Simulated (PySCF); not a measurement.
H4Cl2Si2, SMILES Cl[SiH](Cl)[SiH3] (PBE0/def2-SVP optimised geometry):

```
8

Si     1.244    -0.279     0.000
Si    -1.095    -0.279     0.000
Cl    -1.747    -1.220     1.723
Cl    -1.746     1.685     0.000
H      1.706     0.446     1.220
H      1.746    -1.685     0.022
H      1.745     0.415    -1.224
H     -1.737    -0.963    -1.155
```

Computed with PBE0/def2-TZVP (PySCF).

Problem. What are the frontier orbital energies and the dipole moment?

Solution. HOMO-2 -9.60 eV, HOMO-1 -9.31 eV, HOMO -8.29 eV, LUMO -0.62 eV, LUMO+1 -0.53 eV; dipole moment 1.55 D.

On the same geometry PBE/def2-TZVP run with PySCF gives HOMO-2 -8.16 eV, HOMO-1 -7.92 eV, HOMO -7.09 eV, LUMO -1.49 eV, LUMO+1 -1.39 eV; dipole moment 1.41 D.

Meta-Löwdin charges at PBE0/def2-TZVP: Si1 0.20, Si2 0.62, Cl3 -0.29, Cl4 -0.29, H5 -0.06, H6 -0.06, H7 -0.06, H8 -0.08.
